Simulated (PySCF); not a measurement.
C2H4FNOSi, SMILES O[SiH2][C@@H](C#N)F.

The structure is a stationary point at ωB97X-D3(BJ)/def2-SVP. The structure was generated by enumeration; whether it is a known compound was not checked. One conformer was computed; it need not be the lowest.

All values below come from ωB97X-D3(BJ)/def2-SVP in PySCF.

Frequencies are harmonic and unscaled.

| mode | ν (cm⁻¹) | IR (km/mol) | Raman (Å⁴/amu) | depolarisation | moving atoms (share of kinetic energy) |
|---|---|---|---|---|---|
| 1 | 63 | 7.8 | 0.6 | 0.75 | O 38 %, H 19 %, Si 13 %, F 13 %, N 12 % |
| 2 | 97 | 0.4 | 0.5 | 0.69 | N 31 %, O 19 %, H 16 %, Si 14 %, F 11 %, C 9 % |
| 3 | 174 | 25.1 | 2.6 | 0.74 | F 26 %, N 24 %, H 21 %, O 14 %, Si 12 % |
| 4 | 241 | 31.7 | 2.7 | 0.73 | C 34 %, F 23 %, N 19 %, H 18 % |
| 5 | 258 | 64.1 | 1.4 | 0.69 | H 62 %, F 20 %, O 9 % |
| 6 | 297 | 47.5 | 1.6 | 0.68 | O 25 %, C 19 %, Si 17 %, H 14 %, N 14 %, F 11 % |
| 7 | 462 | 0.7 | 3.1 | 0.15 | C 68 %, Si 12 %, N 12 % |
| 8 | 540 | 19.6 | 3.0 | 0.71 | H 40 %, C 34 %, Si 13 % |
| 9 | 617 | 32.7 | 3.0 | 0.25 | C 35 %, H 25 %, F 23 %, Si 8 % |
| 10 | 694 | 58.7 | 7.1 | 0.50 | H 76 %, C 12 % |
| 11 | 785 | 31.1 | 9.4 | 0.50 | H 48 %, C 37 %, Si 11 % |
| 12 | 843 | 147.5 | 7.8 | 0.62 | H 63 %, O 28 % |
| 13 | 896 | 125.7 | 11.5 | 0.75 | H 78 %, O 14 % |
| 14 | 923 | 163.7 | 7.3 | 0.51 | H 52 %, O 22 %, Si 21 % |
| 15 | 968 | 105.6 | 10.0 | 0.57 | H 72 %, Si 17 % |
| 16 | 1000 | 17.0 | 1.2 | 0.56 | C 53 %, H 26 %, N 14 % |
| 17 | 1105 | 77.6 | 4.1 | 0.69 | C 55 %, F 33 %, H 9 % |
| 18 | 1199 | 27.1 | 13.9 | 0.43 | H 62 %, C 36 % |
| 19 | 1336 | 7.1 | 5.3 | 0.75 | H 80 %, C 18 % |
| 20 | 2284 | 89.3 | 117.1 | 0.16 | H 97 % |
| 21 | 2319 | 92.7 | 95.3 | 0.27 | H 96 % |
| 22 | 2426 | 4.8 | 79.5 | 0.24 | C 61 %, N 39 % |
| 23 | 3108 | 2.6 | 92.7 | 0.24 | H 92 % |
| 24 | 3931 | 134.7 | 72.7 | 0.28 | H 94 % |
